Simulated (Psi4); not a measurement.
Here is a job for Psi4.
```
memory 2 GB

molecule {
0 3
O    -0.00000000   -0.00000000   -0.60491107
O     0.00000000    0.00000000    0.60491107
}

set {
  basis 6-31g
  reference uhf
}

energy('omp2')
print_variables()
```

Question: Estimate the number of basis functions that OMP2/6-31G (Psi4) returns for this input.

Answer: 18

Question: Estimate the MP2 correlation energy that OMP2/6-31G returns for this input.

Answer: -0.2402 Eh

Question: Predict the total energy from OMP2/6-31G.

Answer: -149.7940 Eh

Question: What SCF-reference <S^2> does OMP2/6-31G give?

Answer: 2.034

These values belong to the state on which the SCF converged, which isn't shown to be the lowest.
